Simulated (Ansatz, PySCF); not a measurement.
Pulling on the H–H spacing in H6 chain (multiplicity 1 held). Energies count from the point at 0.900 Å.
Geometry at that point (charge 0, multiplicity 1):
```xyz
6

H      0.0000     0.0000     0.0000
H      0.0000     0.0000     0.9000
H      0.0000     0.0000     1.8000
H      0.0000     0.0000     2.7000
H      0.0000     0.0000     3.6000
H      0.0000     0.0000     4.5000
```

U- levels take the lowest unrestricted solution at each point, which mixes spins at long bonds. Active spaces are followed from rest. Left out are points that failed, MP2 points that dive below the minimum, coupled-cluster points behind a jump of the amplitudes or a sharp parting from full CI or MRCI, small-basis points behind a change of solution, and semi-empirical points at long bonds. Curves can end on different states.

Rows in 6-31G* carry no dispersion term and start afresh at each structure (6-31G* with six Cartesian d functions).

The values were computed with Ansatz (Gaussian basis) for Hartree–Fock, density functionals and correlated methods; PySCF for 6-31G* rows. Values without a source in brackets are computed.

Energies in kcal/mol.

```tsv
R (Å)	R-BP86/6-31G*	U-B3LYP/6-31G*	SC-NEVPT2 on CASSCF(6,6)/cc-pVTZ	FIC-MRCISD+Q on CASSCF(6,6)/cc-pVTZ
0.700	83.9	80.4	80.5	79.0
0.800	20.8	19.0	19.4	18.6
0.900	0.0	0.0	0.0	0.0
1.100	19.0	22.5	19.6	21.3
1.300	68.3	75.1	[?]	70.3
1.500	123.2	128.4	[?]	121.4
1.800	198.8	190.6	174.3	182.3
2.100	260.4	228.7	[?]	219.1
2.500	320.4	251.9	229.7	241.0
3.000	366.7	261.5	237.2	248.8
3.600	left out	left out	238.9	250.7
```

Problem. Fill in the missing entries.

Solution. 
- 1.300, SC-NEVPT2 on CASSCF(6,6)/cc-pVTZ: 66.9
- 2.100, SC-NEVPT2 on CASSCF(6,6)/cc-pVTZ: 209.1
- 1.500, SC-NEVPT2 on CASSCF(6,6)/cc-pVTZ: 116.1

Doubts at one or more of the structures used: a restricted determinant that unrestricted orbitals would lower (R-BP86/6-31G*); a spin-contaminated determinant (U-B3LYP/6-31G*).

Ansatz is a program for electronic structure.
